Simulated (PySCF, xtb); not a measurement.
SiHF2Cl, SMILES F[SiH](F)Cl.

Geometry: ωB97X-D3(BJ)/def2-SVP.

Calculation: C-PCM-ωB97X/def2-SVP (PySCF 2.14.0).

The values are the electrostatic part of the solvation free energy, E(continuum) − E(gas) at the gas-phase geometry, in a cavity of scaled van der Waals radii (PySCF's table); cavitation and dispersion terms are not included. In vacuum the orbital gap is 15.74 eV. The dipole moment in vacuum is 1.40 D.

```
solvent            ε  ΔG(elec) (kcal/mol)  dipole (D)  gap (eV)
-------------  -----  -------------------  ----------  --------
water          78.36                 -2.0        1.68     15.82
cyclohexanone  15.62                 -1.9        1.66     15.82
chlorobenzene   5.70                 -1.7        1.63     15.81
```

For comparison, GFN2-xTB/ALPB(water) (xtb, at the GFN2-xTB geometry, all terms of that model) gives 0.9 kcal/mol.
